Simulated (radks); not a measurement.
Spherical jellium clusters: N electrons in a uniform positive sphere of charge N and radius rs N^(1/3), rs = 4.75 bohr. Method: non-relativistic Kohn-Sham, LDA (Slater exchange, Perdew-Wang correlation), spin-polarised, spherical densities; computed with a radial shooting solver with Libxc functionals. Levels are named by radial order and angular momentum (1s, 1p, 1d, 2s, ...), and open shells are averaged over m.

N = 17, configuration 1s2 1p6 1d(up 5, down 4). This is the lowest configuration that the search found. Occupied and some empty levels:

level    occupation  eigenvalue (eV)  <r> (bohr)
1s up             1          -4.1249       7.451
1s down           1          -4.0749       7.373
1p up             3          -3.4915       8.960
1p down           3          -3.4285       8.950
1d up             5          -2.7160       9.974
1d down           4          -2.6512       9.994
2s up             0          -2.4039       8.156
2s down           0          -2.3751       8.207
1f up             0          -1.8174       10.87
1f down           0          -1.7562       10.91
2p up             0          -1.3574       10.10
2p down           0          -1.3256       10.14

Energy (eV): total -31.2729, kinetic 21.735, external -766.08, Hartree 380.54, exchange-correlation -53.790, background 386.33.
